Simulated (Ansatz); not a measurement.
Cost and result for the atomization energy of `[SiH3]B[CH2][GaH2]` (12 atoms, 11 bonds).

```xyz
12

Si   -0.140    0.361   -1.857
B     0.868    0.409   -0.109
C     0.853   -0.762    0.833
Ga   -0.868   -0.074    1.683
H    -0.818    1.643   -2.198
H     0.796    0.041   -2.975
H    -1.189   -0.707   -1.854
H     1.415    1.426    0.225
H     0.542   -1.754    0.495
H     1.551   -0.829    1.670
H    -1.385   -0.972    2.855
H    -1.626    1.218    1.232
```

The species carries charge 0 and has multiplicity 1. Correlated methods include outer-core shells of Ga, which these sets cover unevenly. Scalar relativity is left out up to krypton. The geometry is a stationary point of PBE0-D4/def2-TZVP. It is one conformer, not always the lowest. Program: Ansatz. All runs use 4 threads of an Intel Xeon 6975P-C on a shared host. Times are those of one run each, without the atoms' runs, and a repeat can differ threefold. Electronic energies, without spin–orbit coupling; frozen cores. CCSD(T)/CBS adds CCSD(T) − MP2 in def2-TZVPP to the MP2 limit, and its time is that of the two runs behind it. T1 = 0.013. With those shells the extrapolation isn't a true limit. B3LYP takes the VWN-RPA correlation (the form of Gaussian; ORCA's B3LYP/G).

CCSD(T)/CBS is a level of theory with its own doubt, some kJ/mol a heavy atom from the limit and from the frozen cores, so smaller differences don't rank the functionals.

```
                            level  functions  wall time  atomization (kcal/mol)  difference from CCSD(T)/CBS  per bond
             revPBE-D4/def2-TZVPP        264      1.3 s                   874.1                        -14.4      -1.3
               BLYP-D4/def2-TZVPP        264      1.4 s                   876.7                        -11.8      -1.1
  PBE-D4/def2-TZVPP (with forces)        264      1.6 s                   888.7                          0.2       0.0
              BHLYP-D4/def2-TZVPP        264      1.9 s                   878.0                        -10.5      -1.0
               PBE0-D4/def2-TZVPP        264        2 s                   886.3                         -2.2      -0.2
B3LYP-D4/def2-TZVPP (with forces)        264      3.1 s                   887.5                         -1.0      -0.1
                 CCSD(T)/def2-SVP        118      3.4 s                   845.1                        -43.4      -3.9
              PBE-QIDH/def2-TZVPP        264      3.5 s                   885.4                         -3.1      -0.3
               ωB97X-V/def2-TZVPP        264      4.6 s                   893.6                          5.1       0.5
                B97M-V/def2-TZVPP        264      4.8 s                   896.9                          8.4       0.8
                   MP2/def2-QZVPP        513       15 s                   881.3                         -7.2      -0.7
               CCSD(T)/def2-TZVPP        264       40 s                   872.4                        -16.1      -1.5
                CCSD(T)/CBS(def2)          –       55 s                   888.5                          0.0       0.0
```

From r2SCAN to r2SCAN0 (25 % exact exchange), in def2-TZVPP and without D4, the atomization energy moves by −5.9 kcal/mol: exact exchange takes away binding that semilocal exchange gives to molecules. The D4 term adds +10.4 kcal/mol with B3LYP and +5.5 kcal/mol with PBE0; it sums over pairs of atoms, weighted by their polarisabilities, and B3LYP, whose exchange is more repulsive, gets the larger term. At CCSD(T), def2-SVP lies −43.4 kcal/mol from the extrapolated value and def2-TZVPP −16.1 kcal/mol: correlation converges slowly with the basis, and small sets miss more of it in the bonded molecule than in its fragments.
